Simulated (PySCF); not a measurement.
Al(F)(Br)(Me) (CH₃AlBrF), SMILES [F][Al]([CH3])[Br].

Geometry optimised at B3LYP-D3(BJ)/def2-SVP. The structure was generated by enumeration; whether it is a known compound was not checked.

Calculation: TDA-PBE/def2-SVPD run with PySCF.

Vertical excitations.  State labels are in the subgroup Cs.

```csv
state,symmetry,energy (eV),λ (nm),f,main pairs
S1,A",5.79,214,0.001,HOMO→LUMO+1 99 %
S2,A',5.84,212,0.042,HOMO→LUMO 96 %
S3,A",6.07,204,0.042,HOMO−1→LUMO 98 %
S4,A',6.35,195,0.010,"HOMO−1→LUMO+1 76 %, HOMO−2→LUMO 19 %"
S5,A",6.42,193,0.012,HOMO−2→LUMO+1 97 %
S6,A',6.77,183,0.266,"HOMO−2→LUMO 71 %, HOMO−1→LUMO+1 15 %"
S7,A',7.70,161,0.001,HOMO→LUMO+2 96 %
S8,A',7.90,157,0.055,"HOMO→LUMO+3 55 %, HOMO−3→LUMO 38 %"
S9,A",7.93,156,0.000,HOMO−1→LUMO+2 91 %
S10,A",7.99,155,0.005,"HOMO−3→LUMO+1 69 %, HOMO−5→LUMO 20 %"
T1,A',5.56,223,0,HOMO→LUMO 97 %
T2,A",5.62,221,0,HOMO→LUMO+1 97 %
T3,A',5.72,217,0,HOMO−1→LUMO+1 98 %
T4,A",5.79,214,0,HOMO−1→LUMO 98 %
```
Triplets are in the Tamm–Dancoff approximation.
